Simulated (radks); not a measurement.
O7+, 1 electrons, occupied as 2p1 (not the ground configuration).

Calculated with a radial shooting solver on a logarithmic mesh with Libxc functionals: non-relativistic Kohn-Sham, SCAN, spin-polarised, spherical densities, point nucleus; open shells are filled with parallel spins first; meta-GGA in the generalised Kohn-Sham scheme.

Energy parts (hartree):
| part | energy |
|---|---|
| total | -7.89485 |
| kinetic | 7.87967 |
| electron-nucleus | -15.87916 |
| Hartree | 0.72172 |
| exchange-correlation | -0.61708 |

Orbitals (lengths in bohr, moments of r in powers of bohr):
orbital  occ.  eigenvalue (hartree)   <r^2>     <r>
2p up       1              -7.42473  0.4747  0.6291

The highest occupied level is 2p up at -202.04 eV. Summed over all electrons, <r^2> = 0.4747 bohr^2, which gives a Langevin (diamagnetic) susceptibility term of -0.376 x 10^-6 cm^3/mol. Virial ratio -V/T = 2.00193. The electron density at the nucleus is 1.056e-12 e/bohr^3. Spin moment in Bohr magnetons: 1. The density falls to 0.001 e/bohr^3 at r = 1.57 bohr.

Empty levels of this run are not shown, since the potential may be unsettled where no density lies.
